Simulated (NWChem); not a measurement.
System: SiNH5Se; SMILES N[Se][SiH3]

Input file for NWChem:

```
start job
memory heap 200 mb stack 900 mb global 1100 mb
geometry units angstroms noautosym nocenter noautoz
  Se     0.487097     0.570326     0.006026
  N     -1.295717     1.174450     0.000686
  H     -1.425744     1.762943    -0.821269
  H     -1.431639     1.760112     0.823719
  Si    -0.166031    -1.617529     0.001870
  H      1.087985    -2.432629     0.005303
  H     -0.965951    -1.928597    -1.218790
  H     -0.974094    -1.930700     1.216583
end
basis spherical
  * library def2-tzvp
end
dft
  xc xpbe96 cpbe96
  iterations 150
end
property
  efieldgrad
end
task dft property
```

NWChem printed, in part:

```
             Northwest Computational Chemistry Package (NWChem) 7.3.0
             --------------------------------------------------------

                             Geometry "geometry" -> ""
                             -------------------------

 Output coordinates in angstroms (scale by  1.889725989 to convert to a.u.)

  No.       Tag          Charge          X              Y              Z
 ---- ---------------- ---------- -------------- -------------- --------------
    1 Se                  34.0000     0.48709700     0.57032600     0.00602600
    2 N                    7.0000    -1.29571700     1.17445000     0.00068600
    3 H                    1.0000    -1.42574400     1.76294300    -0.82126900
    4 H                    1.0000    -1.43163900     1.76011200     0.82371900
    5 Si                  14.0000    -0.16603100    -1.61752900     0.00187000
    6 H                    1.0000     1.08798500    -2.43262900     0.00530300
    7 H                    1.0000    -0.96595100    -1.92859700    -1.21879000
    8 H                    1.0000    -0.97409400    -1.93070000     1.21658300

 Effective nuclear repulsion energy (a.u.)     257.7093061945

  pbe96 is a nonlocal functional; adding pw91lda local functional.
                              NWChem Property Module
                              ----------------------

  itol2e modified to match energy
  convergence criterion.

                                 NWChem DFT Module
                                 -----------------

 Summary of "ao basis" -> "ao basis" (spherical)
 ------------------------------------------------------------------------------
       Tag                 Description            Shells   Functions and Types
 ---------------- ------------------------------  ------  ---------------------
 Se                        def2-tzvp                16       48   6s5p4d1f
 N                         def2-tzvp                11       31   5s3p2d1f
 H                         def2-tzvp                 4        6   3s1p
 Si                        def2-tzvp                13       37   5s5p2d1f

  itol2e modified to match energy
  convergence criterion.

[...]

          -----------------------
          Electric field gradient
          -----------------------

 1 a.u. = 0.324123 10**(16) esu/cm**3  ( or statvolts/cm**2 ) = 0.97174 10**(22) v/m**2

 ------------------------------------------------------------
   Atom      X         Y         Z
 ------------------------------------------------------------
    1 Se   0.92048   1.07776   0.01139
 ------------------------------------------------------------

 Electric field gradient in molecular frame (a.u.)
         XX             YY             ZZ             XY             XZ             YZ
 ------------------------------------------------------------------------------------------
       -3.752745      -1.770974       5.523719       2.298524      -0.028300       0.000714

 Principal components (a.u.) and orientation
 of principal axis w.r.t. absolute frame                      Asymmetry parameter eta
 --------------------------------------------------------------------------------------
        5.523811      -5.264925      -0.258886                       0.906265

       -0.003283       0.835429       0.549589
       -0.000936      -0.549594       0.835431
        0.999994       0.002228       0.002587

 ------------------------------------------------------------
   Atom      X         Y         Z
 ------------------------------------------------------------
    2 N   -2.44855   2.21939   0.00130
 ------------------------------------------------------------

 Electric field gradient in molecular frame (a.u.)
         XX             YY             ZZ             XY             XZ             YZ
 ------------------------------------------------------------------------------------------
       -0.262735       0.518290      -0.255555       0.732181       0.001266       0.003995

 Principal components (a.u.) and orientation
 of principal axis w.r.t. absolute frame                      Asymmetry parameter eta
 --------------------------------------------------------------------------------------
        0.957603      -0.702037      -0.255567                       0.466237

        0.514484       0.857492      -0.003591
        0.857493      -0.514492      -0.001765
        0.003361       0.002171       0.999992

 ------------------------------------------------------------
   Atom      X         Y         Z
 ------------------------------------------------------------
    3 H   -2.69427   3.33148  -1.55197
 ------------------------------------------------------------

 Electric field gradient in molecular frame (a.u.)
         XX             YY             ZZ             XY             XZ             YZ
 ------------------------------------------------------------------------------------------
        0.184690       0.013703      -0.198393       0.064675      -0.050391       0.268448

 Principal components (a.u.) and orientation
 of principal axis w.r.t. absolute frame                      Asymmetry parameter eta
 --------------------------------------------------------------------------------------
       -0.391569       0.220700       0.170869                       0.127258

        0.134445       0.693805       0.707502
       -0.562039       0.641420      -0.522200
        0.816111       0.327437      -0.476181

 ------------------------------------------------------------
   Atom      X         Y         Z
 ------------------------------------------------------------
    4 H   -2.70541   3.32613   1.55660
 ------------------------------------------------------------

[...]
```

Level: PBE/def2-TZVP. Structure relaxed at the PBE0/def2-SVP level. NWChem prints the field gradient with the sign opposite to the second derivative of the potential.
